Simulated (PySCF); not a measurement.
# How methods differ on the interval between two levels of Br

Br [Ar] 3d10 4s2 4p5 [2P3/2, M_J = 3/2] → Br [Ar] 3d10 4s1 4p6 [2S1/2, M_J = 1/2], as a difference of total energies. Computed with PySCF 2.14 in x2c-TZVPall-2c, with the two-component X2C-1e Hamiltonian. Correlated levels: [Ne] frozen. "Screened" scales the spin-orbit matrix elements by Boettger's factors to mimic the two-electron term; Breit and QED terms are absent.

```csv
method,interval between two levels (cm⁻¹)
GHF (spin-free),120950
GMP2 (spin-free),105440
GHF (screened spin-orbit),122150
GMP2 (screened spin-orbit),106640
```
